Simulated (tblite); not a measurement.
Compound: m-quinomethane, C7H6O (triplet state).
SMILES with atom numbers: `[CH2:1][c:2]1[cH:3][cH:4][cH:5][c:6]([O:7])[cH:8]1` (hydrogens: H9, H10 on C1; H11 on C3; H12 on C4; H13 on C5; H14 on C8)
Bond orders are those of one Lewis drawing.

Computed with GFN2-xTB (tblite), gas phase: L-BFGS steps from a force-field or distance-geometry start until the largest atomic force falls under 0.01 eV/Å.

Step 0: E = -597.7213 eV
```
atom  x, y, z in Å  |  force x, y, z in eV/Å
C1      2.3582   -0.1631    0.0592   -2.466   0.190  -0.090
C2      0.8931   -0.0329    0.0136    3.359  -1.562   0.146
C3      0.3041    1.2124    0.0826   -1.607   1.441  -0.092
C4     -1.0926    1.3163    0.0341   -0.149  -1.503   0.065
C5     -1.8712    0.1453   -0.0424   -0.819   2.654   0.034
C6     -1.3246   -1.1465   -0.1123   -0.500  -1.699  -0.038
O7     -2.0368   -2.1933   -0.1974    0.816   1.083   0.077
C8      0.0963   -1.1803   -0.0649    0.958  -0.868  -0.125
H9      2.9733    0.7193    0.1323   -0.096  -0.241  -0.021
H10     2.7929   -1.1455    0.0199    0.053   0.184   0.006
H11     0.8862    2.1178    0.1491    0.143  -0.049   0.016
H12    -1.5848    2.2720    0.0867    0.030   0.056  -0.019
H13    -2.9599    0.2455   -0.0669    0.366  -0.067   0.009
H14     0.5651   -2.1675   -0.1157   -0.089   0.381   0.034
```

Question: Estimate the geometry and energy of step 1. (The exact step hangs on the optimiser's Hessian estimate; all steps are aligned on step 0, rigid shifts and turns removed.)

Answer: E = -597.9548 eV, largest force 1.366 eV/Å
```
atom  x, y, z in Å  |  force x, y, z in eV/Å
C1      2.3230   -0.1604    0.0579    0.276  -0.109  -0.001
C2      0.9411   -0.0552    0.0157   -0.338   0.443   0.119
C3      0.2811    1.2330    0.0812    0.451  -0.817  -0.131
C4     -1.0947    1.2949    0.0350   -0.331   0.781   0.139
C5     -1.8829    0.1832   -0.0419   -0.358  -0.641  -0.108
C6     -1.3317   -1.1708   -0.1128    0.554   1.240   0.144
O7     -2.0252   -2.1778   -0.1963   -0.270  -0.461  -0.043
C8      0.1100   -1.1927   -0.0667    0.333  -0.080  -0.063
H9      2.9719    0.7158    0.1320   -0.405  -0.482  -0.047
H10     2.7937   -1.1429    0.0199   -0.149   0.487   0.014
H11     0.8883    2.1171    0.1493    0.023   0.118   0.015
H12    -1.5844    2.2728    0.0864    0.212  -0.302  -0.035
H13    -2.9546    0.2445   -0.0668   -0.217   0.145   0.002
H14     0.5638   -2.1621   -0.1152    0.220  -0.322  -0.005
```

The energy changes by -0.2336 eV. The first-order estimate −F·Δx gives -0.5947 eV and the mean of the old and new forces, exact on a quadratic surface, -0.2284 eV. The step makes an angle of 0° with the force vector and moves no atom by more than 0.053 Å.

What follows is the cost of the whole relaxation. Hardware: one thread of an Intel Xeon at 2.50 GHz, shared host. Cost: 1.3 s wall, 0.37 s CPU.
